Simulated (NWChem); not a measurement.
# InNH3OCl; SMILES [Cl][In]([NH2])[OH]

```xyz
7

In     0.0864    -0.3560    -0.0425
Cl    -0.3180     1.9845    -0.0657
O      2.0161    -0.9166     0.1089
H      2.5719    -0.1123     0.0912
N     -1.4816    -1.6707     0.1080
H     -1.2546    -2.5703    -0.3388
H     -2.3155    -1.2991    -0.3677
```
Atoms are numbered in this order, from 1.

Level: PBE-D3(BJ)/def2-SVP with def2 effective core potentials on In (NWChem), optimised geometry, unscaled harmonic frequencies. def2 effective core potentials on In; no spin-orbit coupling.

```tsv
frequency (cm⁻¹)	IR intensity (km/mol)
95	5.0
108	10.8
120	11.5
212	29.7
280	91.7
347	32.3
494	95.2
578	73.4
624	29.4
808	2.1
848	103.1
1477	8.9
3410	17.7
3515	13.4
3700	53.1
```

```yaml
zero_point_energy: 23.7 kcal/mol
thermal correction to the enthalpy at 298.15 K (with zero-point energy): 28.8 kcal/mol
heat capacity Cv: 21.5 cal/(mol K)
entropy at 298.15 K and 1 atm (symmetry number 1): 85.5 cal/(mol K)
```

Rigid rotor and harmonic oscillator; modes under 100 cm⁻¹ make the entropy uncertain.
